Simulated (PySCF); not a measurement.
Species: C8H8.
InChI=1S/C8H8/c1-8-6-4-2-3-5-7-8/h2-7H,1H2

Level of theory: TDDFT wB97X-D/def2-SVPD, vertical, gas phase, core orbitals frozen in the response (PySCF 2.14.0, density-fitted response routines). Geometry: PBE0-D3(BJ)/def2-SVP; no solvent, vibrations or thermal averaging.

| state | E (eV) | λ (nm) | ν̃ (cm⁻¹) | f | symmetry | main configurations (H = HOMO, L = LUMO) |
| --- | --- | --- | --- | --- | --- | --- |
| S1 | 2.82 | 440.4 | 22710 | 0.014 | B1 or B2 | H→L (99%) |
| S2 | 4.57 | 271.5 | 36830 | 0.344 | A1 | H→L+1 (88%), H-1→L (9%) |
| S3 | 5.75 | 215.5 | 46400 | 0.0003 | – | H→L+2 (92%) |
| S4 | 6.13 | 202.3 | 49430 | 0.638 | A1 | H-1→L (83%), H→L+1 (9%) |
| S5 | 6.28 | 197.4 | 50660 | 0.0034 | B1 or B2 | H-3→L (97%) |
| S6 | 6.38 | 194.4 | 51450 | 0.0000 | – | H→L+3 (91%) |
| S7 | 6.38 | 194.2 | 51500 | 0.074 | B1 or B2 | H-2→L (80%), H-1→L+1 (18%) |
| S8 | 6.46 | 192.1 | 52070 | 0.0022 | B1 or B2 | H→L+4 (92%) |
| S9 | 6.87 | 180.5 | 55410 | 0.0000 | – | H-4→L (94%) |
| S10 | 7.07 | 175.4 | 57000 | 0.231 | B1 or B2 | H-1→L+1 (78%), H-2→L (16%) |

Triplets (Tamm–Dancoff): T1 1.88 eV, H→L (94%); T2 2.62 eV, H→L+1 (91%); T3 4.34 eV, H-1→L (86%); T4 4.95 eV, H-2→L (66%), H→L+11 (12%), H-6→L (9%).

The lowest singlet lies at 2.82 eV (440 nm, visible) and is weak; its leading configuration is HOMO→LUMO (99%). The most intense listed level is S4 at 6.13 eV (202 nm, f = 0.638), 3.31 eV above S1. S6/S7 lie within about 0.01 eV of each other. Löwdin shares by element: HOMO carbon 56% or more (atoms not listed hold the other 44%); LUMO carbon 65% or more (atoms not listed hold the other 35%). The listed states span 4.25 eV, and the widest gap between neighbours is 1.75 eV (S1 to S2). Of the 10 states listed, 5 reach f = 0.01 and 3 stay under 0.0005. The oscillator strengths of these states sum to 1.308; summed over the whole spectrum of an exact calculation they would give the number of electrons, 56 (Thomas–Reiche–Kuhn). S1 lies in the visible range (380 to 750 nm), at 440 nm, f = 0.014; light of that wavelength is blue, and its complementary colour is yellow; a Tamm–Dancoff triplet lies at 661 nm, without intensity as long as spin–orbit coupling is left out. All these states lie below the vertical ionisation energy of 7.29 eV (ΔSCF). Symmetry labels in C2v follow from the direction of the transition dipole and are given only for states with f of 0.002 or more; B1 and B2 swap with the choice of axes. Only the lowest 10 singlets were computed, as vertical energies without vibronic structure.
